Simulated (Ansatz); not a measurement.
Program: Ansatz 0.2.0.

A structure relaxed at PBE0-D4/def2-TZVP, charge 0, multiplicity 1:

Cartesian coordinates in Å:
```
Si -1.4759 0.9469 -0.2093
N -0.0227 0.0213 -0.0785
Si 1.3254 0.1779 -1.1479
Ge 0.1480 -1.1372 1.3637
H -1.5707 1.9982 0.8418
H -1.5066 1.6010 -1.5432
H -2.6643 0.0626 -0.0574
H 2.3415 1.1476 -0.6506
H 1.9961 -1.1464 -1.2695
H 0.8582 0.6297 -2.4836
H -0.8838 -0.7045 2.4172
H 1.5781 -1.0188 1.9150
H -0.1233 -2.5783 0.9023
```

Question: Give its formula and SMILES.

Answer: GeH9NSi2, `[SiH3][N]([SiH3])[GeH3]`.

Question: Point group (tolerance 0.08 Å, 0.16 Å for H)?

Answer: C1.

Question: Summarise the bond lengths by kind.

Answer: 2 × N–Si 1.728 Å; 6 × H–Si 1.485 to 1.490 Å; 1 × Ge–N 1.858 Å; 3 × Ge–H 1.537 Å.
